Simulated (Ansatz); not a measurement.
Program: Ansatz. Geometries: PBE0-D4/def2-TZVP. ΔE: electronic, gas phase. CBS: MP2 limit from def2 TZ/QZ plus the TZ coupled-cluster correction, frozen cores. This one scheme is used for every species. Functionals use def2-TZVPP. B3LYP here is the variant with VWN-RPA as its local correlation; programs differ in this. For Se outer-core shells are correlated without core-valence functions, which leaves a few kJ/mol of doubt a bond. Scalar relativity is left out up to krypton. Each species was taken in one conformer, which may not be the lowest.

Consider the hydrogenolysis of a C–Se bond: `O=CC([SiH3])[SeH]` + H₂ → `O=CC[SiH3]` + H₂Se.

| level | ΔE (kJ/mol) | difference from CCSD(T)/CBS |
| --- | --- | --- |
| B3LYP-D4 | -60.5 | -2.4 |
| ωB97X-V | -66.5 | -8.4 |
| ωB97M-V | -64.8 | -6.7 |
| r2SCAN | -58.9 | -0.8 |
| PBE0 | -68.1 | -10.0 |
| B3LYP | -76.3 | -18.2 |
| MP2/def2-TZVPP | -48.6 | 9.5 |
| CCSD(T)/def2-TZVPP | -61.2 | -3.1 |
| HF/CBS(def2) | -102.3 | -44.2 |
| CCSD/CBS(def2) | -67.3 | -9.2 |
| CCSD(T)/CBS | -58.1 | 0 |

Largest T1 diagnostic among the species: 0.014.

In def2-TZVPP, CCSD(T) changes the Hartree–Fock value by +40.7 kJ/mol (the triples alone add +9.2 kJ/mol) and MP2 by +53.3 kJ/mol. The D4 term adds +15.8 kJ/mol with B3LYP and +8.4 kJ/mol with PBE0; it sums over pairs of atoms, weighted by their polarisabilities, and B3LYP, whose exchange is more repulsive, gets the larger term. From PBE to PBE0 (25 % exact exchange), in def2-TZVPP and without D4, ΔE moves by −8.6 kJ/mol.
